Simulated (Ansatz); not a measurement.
`CO[SiH](C)C#N` + H–F → `CO[SiH](C)F` + `C#N` at 500 K and 1 bar (ligand exchange at the Si–C bond).

Computed with Ansatz on PBE0-D4/def2-TZVP structures; ΔE is electronic, products minus reactants. CBS: MP2 limit from def2 TZ/QZ plus the TZ coupled-cluster correction, frozen cores. This one scheme is used for every species. Each species was taken in one conformer, which may not be the lowest.

```csv
species,CCSD(T)/CBS energy (Eh),H − E (kJ/mol),S (J/(mol·K))
`CO[SiH](C)C#N`,-537.36905,310.4,460.1
H–F,-100.39570,39.4,188.7
`CO[SiH](C)F`,-544.48370,288.7,424.6
`C#N`,-93.32098,60.1,220.8
```

H − E and S are ideal-gas, rigid-rotor, harmonic terms from PBE0-D4/def2-TZVP, for one conformer and one mirror image of each species. 1 Eh = 2625.50 kJ/mol, R = 8.31446 J/(mol·K).

**Question.** By hand: ΔE, ΔH, ΔS and ΔG.

**Answer.** ΔE = (-544.48370) + (-93.32098) − (-537.36905) − (-100.39570) = -0.03993 Eh = -104.8 kJ/mol. Δ(H − E) = 288.7 + 60.1 − 310.4 − 39.4 = -1.0, so ΔH = -105.8 kJ/mol. ΔS = 424.6 + 220.8 − 460.1 − 188.7 = -3.4 J/(mol·K). ΔG = -105.8 − 500 × (-3.4)/1000 = -104.1 kJ/mol.

**Question.** By hand: the equilibrium constant, and the temperature at which ΔG would vanish if ΔH and ΔS stayed fixed.

**Answer.** log₁₀ K = −ΔG/(RT ln 10) = 10.9. ΔG = 0 at ΔH/ΔS = 31118 K, far beyond where these terms or the molecules hold.

The number of gas molecules stays the same, so ΔS is small and ΔH decides. A doubt of 5 kJ/mol in ΔE shifts log₁₀ K by 0.5 here. Other conformers and mirror images would add mixing entropy, several J/(mol·K) or more a flexible species. These are equilibria of isolated gas molecules and say nothing of rates. Largest T1 diagnostic: 0.014 (customary marks: 0.02 for closed shells, 0.045 for open ones).
